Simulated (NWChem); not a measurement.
# GaBr2, doublet; SMILES [Br][Ga][Br]

In the optimisation the excess spin sits in a1 (C2v, its own frame). This build's default masses of Se (78.918 u) and Br (79.917 u) are each other's, which moves their modes by up to 0.6 %. This spin state was assumed; another may lie lower.

Task: Give the equilibrium geometry at PBE0/def2-SVP, spin-unrestricted (NWChem) as a list of bonds and angles, with the point group.

Result: point group C2v; any orientation.
Bond lengths (Å): Ga1–Br2 2.319, Ga1–Br3 2.319. Bond angles (°): Br2–Ga1–Br3 120.1.
